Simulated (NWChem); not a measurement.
# boron trifluoride (BF₃); SMILES FB(F)F

```xyz
4

F      1.2620    -0.3802     0.0000
B      0.0000     0.0000     0.0000
F     -0.9603    -0.9028     0.0000
F     -0.3017     1.2830     0.0000
```
Atoms are numbered in this order, from 1.

Structure relaxed at the B3LYP/6-31G* (spherical d) level. Not confirmed as a minimum by frequencies.

Question: Give the principal values of the shielding tensors (ppm) of F1, B2 from PBE0/pcSseg-1, GIAO (NWChem), with their diamagnetic and paramagnetic parts as GIAO splits them.

Answer: 
```tsv
atom	σ11	σ22	σ33	isotropic	diamagnetic	paramagnetic
F1	164.0	361.9	369.0	298.3	467.8	-169.5
B2	78.9	93.6	93.6	88.7	196.9	-108.2
```
